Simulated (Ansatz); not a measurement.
Basis-set extrapolation for `N[SiH](F)[SiH2]O` (PBE0-D4/def2-TZVP geometry, frozen core, Ansatz 0.2.0). Multiplicity 1, RHF reference.

|  | def2-TZVPP | def2-QZVPP |
| --- | --- | --- |
| HF | -810.385675 | -810.415737 |
| MP2 correlation | -0.947754 | -1.027308 |
| CCSD(T) correlation | -1.019477 | not run |

Energies in hartree. Use E(X) = E(∞) + A·exp(−7.88·√X) for Hartree–Fock and E(X) = E(∞) + B·X^(−2.97) for correlation, with X = 3 and 4, and add CCSD(T) minus MP2 of the smaller set to the MP2 limit.

Q: What is the CCSD(T) energy at the basis-set limit?

A: HF limit: -810.415737 + (-0.030062) × 0.13774 = -810.41988. MP2 limit: -1.027308 + (-0.079554) × 0.74074 = -1.08624. Higher-order term: -1.019477 − (-0.947754) = -0.07172. Total: -811.57784 hartree, 108.4 kcal/mol below CCSD(T)/def2-TZVPP.
